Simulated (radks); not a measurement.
The numbers below are computed, except where a source is named.
The fluorine ion F7+, [He]. Level of theory: non-relativistic Kohn-Sham, r2SCAN, spin-polarised, spherical densities, point nucleus; meta-GGA in the generalised Kohn-Sham scheme (a radial shooting solver on a logarithmic mesh with Libxc functionals). Every spin shell is full or empty, so the densities are truly spherical. Functionals are evaluated on that one density, not self-consistently. Rank these exchange functionals by their error against the exact value of the orbitals, and give that value: LDA, B88, PBEsol, RPBE, PW91, PW86, SOGGA, B86b, G96, SCAN, Tao-Mo, TASK.

Answer. Exact: -5.39849 hartree. From best to worst, with 100 (|E| - |E exact|)/|E exact| (equal figures are ties): TASK +0.09, SCAN +0.09, Tao-Mo +0.12, PW86 -0.15, RPBE -0.23, G96 -0.28, B88 -0.71, B86b -0.97, PW91 -1.62, PBEsol -6.20, SOGGA -6.43, LDA -14.15.
